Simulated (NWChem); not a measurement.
## Basis-set convergence for arsine (H₃As)

```xyz
4

As     0.0010     0.0710     0.0000
H     -0.6467    -0.7723     1.1007
H     -0.6467    -0.7723    -1.1007
H      1.2596    -0.7997     0.0000
```
Charge 0, spin multiplicity 1.

All runs are NWChem calculations. All single points use one geometry, from B3LYP/def2-SVP, a minimum by its harmonic frequencies.

Quantity: dipole moment at the level B3LYP.

The Hamiltonian is non-relativistic. B3LYP has NWChem's definition, with VWN1-RPA local correlation. The Pople sets run with spherical d functions.

```json
[
 {"basis": "3-21G", "functions": "28", "dipole moment (D)": "[?]"},
 {"basis": "6-31G*", "functions": "38", "dipole moment (D)": "[?]"},
 {"basis": "cc-pVDZ", "functions": "42", "dipole moment (D)": "0.34"},
 {"basis": "def2-SVP", "functions": "47", "dipole moment (D)": "0.36"},
 {"basis": "aug-pcseg-1", "functions": "63", "dipole moment (D)": "0.28"},
 {"basis": "def2-TZVPD", "functions": "81", "dipole moment (D)": "0.21"},
 {"basis": "cc-pVTZ", "functions": "85", "dipole moment (D)": "0.26"},
 {"basis": "def2-TZVPP", "functions": "90", "dipole moment (D)": "0.21"},
 {"basis": "aug-cc-pVTZ", "functions": "128", "dipole moment (D)": "0.21"},
 {"basis": "def2-QZVP", "functions": "165", "dipole moment (D)": "[?]"}
]
```

### Question
Some entries are withheld; supply them.

### Answer

- 3-21G, dipole moment (D): 0.70
- 6-31G*, dipole moment (D): 0.55
- def2-QZVP, dipole moment (D): 0.23
